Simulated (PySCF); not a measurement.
## Calculated NMR data

[PySCF 2.14: coordinates at the GFN2-xTB level; B3LYP/pcJ-1 coupling constants (spin–dipole term left out of most H,H and C,H couplings); GIAO PBE0/pcSseg-1 shieldings; no relativistic terms; a single conformation; equivalent nuclei averaged; isolated molecule]

Referencing at the same level of theory: ¹H, ¹³C vs TMS. Multiplet labels drop J under 1 Hz and among equivalent protons, and merge close values. Unscaled 3J(H,H) run several per cent high. Splittings of carbon signals by F and P are missing where no couplings were computed. Where no couplings were computed, multiplicities follow the n + 1 count of equivalent neighbours, and m marks all less simple cases (inequivalent or close neighbours, rings, F or P nearby). Shifts are as computed. Against solution values, carbons near 30 ppm lie about +3 ppm off and those near 130 ppm about +5 ppm. Of 1211 compounds with measured shifts, 218 miss one by over three times the rms of a fit or turn the order of signals round; such compounds aren't used in these exercises.

Compound 1 (C$_{5}$H$_{3}$N$_{3}$). ¹H NMR (500 MHz, computed): δ 9.26 (s, 2H), 3.54 (s, 1H). ¹³C{¹H} NMR (computed): δ 154.9, 119.9, 103.0, 81.9. Structure: `C#Cc1cnnnc1`.

Compound 2 (C$_{5}$H$_{3}$N$_{3}$). ¹H NMR (500 MHz, computed): δ 10.10 (s, 1H), 9.71 (s, 1H), 3.35 (s, 1H). ¹³C{¹H} NMR (computed): δ 162.5 (CH), 159.8 (CH), 147.2 (C), 98.6 (CH), 84.3 (C). Structure: SMILES C#Cc1cnncn1.

Compound 3 (C$_{8}$H$_{10}$N$_{2}$Si). ¹H NMR (500 MHz, computed): δ 8.27 (s, 1H), 7.97 (m, 1H), 7.81 (d, 1H), 7.62 (d, 1H), 4.69 (s, 3H), 4.27 (s, 3H). ¹³C{¹H} NMR (computed): δ 144.7 (C), 136.5 (CH), 135.3 (CH), 134.9 (CH), 131.3 (C), 124.4 (C), 112.0 (CH), 37.2 (CH3). Structure: `C1=C([SiH3])C=CC2=C1C=NN2C`.

Compound 4 (C$_{4}$H$_{7}$FO$_{2}$Si). ¹H NMR (500 MHz, computed): δ 5.81 (m, 1H), 4.09 (m, 1H), 3.93 (m, 1H), 3.86 (m, 1H), 3.82 (s, 3H). ¹³C{¹H} NMR (computed): δ 186.9, 64.0, 64.0, 55.3. Structure: `COC1=C[Si@H](F)CO1`.
